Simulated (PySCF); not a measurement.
**Fractional electron number in O+ (oxygen, charge +1)**

The 2p alpha orbital of [He] 2s2 2p3 is emptied in steps (occupation f), with all orbitals relaxed, ending at [He] 2s2 2p2. Calculation: PySCF 2.14, in aug-cc-pVDZ (4s3p2d, 23 functions); the non-relativistic Hamiltonian (point nucleus). The exact energy is a straight line in f; departures are measured from the line between the end points of the same method.

**Question.** Among UHF, LDA, PBE, PBE0, r2SCAN, LC-wPBE, BHandHLYP, wB97X, B3LYP, MN15, which shows the largest delocalisation error (convex curve), and which is closest to linear?

**Answer.** Most convex: LDA (-2.232 eV at f = 0.4); closest to linear: UHF (0.358 eV).

| f | UHF (eV) | LDA (eV) | PBE (eV) | PBE0 (eV) | r2SCAN (eV) | LC-wPBE (eV) | BHandHLYP (eV) | wB97X (eV) | B3LYP (eV) | MN15 (eV) |
| --- | --- | --- | --- | --- | --- | --- | --- | --- | --- | --- |
| 1 | 0.000 | 0.000 | 0.000 | 0.000 | 0.000 | 0.000 | 0.000 | 0.000 | 0.000 | 0.000 |
| 0.8 | 0.251 | -1.472 | -1.434 | -1.018 | -1.303 | -0.590 | -0.602 | -0.600 | -1.103 | -0.894 |
| 0.6 | 0.366 | -2.221 | -2.157 | -1.528 | -1.942 | -0.888 | -0.904 | -0.898 | -1.657 | -1.343 |
| 0.4 | 0.358 | -2.232 | -2.160 | -1.527 | -1.925 | -0.885 | -0.904 | -0.891 | -1.657 | -1.342 |
| 0.2 | 0.233 | -1.494 | -1.438 | -1.015 | -1.274 | -0.585 | -0.602 | -0.583 | -1.103 | -0.892 |
| 0 | 0.000 | 0.000 | 0.000 | 0.000 | 0.000 | 0.000 | 0.000 | 0.000 | 0.000 | 0.000 |

```tsv
method	E(f=0) − E(f=1) (eV)	−ε at f=1 (eV)	−ε at f=0.4 (eV)
UHF	34.560	36.167	34.219
LDA	35.613	26.478	37.424
PBE	35.330	26.405	37.130
PBE0	35.345	28.998	36.630
r2SCAN	35.511	27.328	37.203
LC-wPBE	35.514	31.840	36.275
BHandHLYP	35.161	31.405	35.920
wB97X	35.118	31.380	35.918
B3LYP	35.342	28.466	36.731
MN15	35.270	29.691	36.398
```

Reference removal energy between the ground levels: 35.121 eV (measured; NIST Atomic Spectra Database, ionization energies). The calculation has no spin-orbit coupling. UHF lacks correlation.
